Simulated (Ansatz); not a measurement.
System: sum formula Si$_{2}$N$_{2}$H$_{8}$, net charge 0, singlet state. 
Coordinates optimised at B3LYP-D3(BJ)/def2-TZVP (Ansatz, a first-principles code):
```xyz
12

N      2.2216     0.9187    -0.0011
Si     1.0984    -0.3576    -0.2317
N     -0.3869     0.0113     0.5648
Si    -2.0129    -0.1240    -0.0083
H      2.0493     1.8538    -0.3341
H      3.2059     0.7277     0.0922
H      1.7970    -1.5497     0.3087
H      0.6933    -0.6302    -1.6328
H     -0.2888     0.2867     1.5341
H     -1.9949    -0.0504    -1.4854
H     -2.8255     0.9869     0.5454
H     -2.6764    -1.3935     0.3853
```

Basis-set convergence of Hartree-Fock and MP2 correlation energies (hartree) with Ansatz. Correlated levels leave the core frozen unless marked. No spin-orbit coupling. No relativistic terms.

```csv
basis,functions,E(HF),"E(corr, MP2)"
aug-cc-pV(D+d)Z,182,-691.52856,-0.58015
aug-cc-pV(T+d)Z,386,-691.59207,-0.69660
aug-cc-pV(Q+d)Z,706,-691.60618,-0.73847
```

Extrapolating the two largest sets (X = 3 and 4) as X^-3: E(corr) = (64·(-0.73847) - 27·(-0.69660))/37 = -0.7690 Eh, an estimate of the basis-set limit. The largest set recovers 96.0 % of it, the smallest 75.4 %.
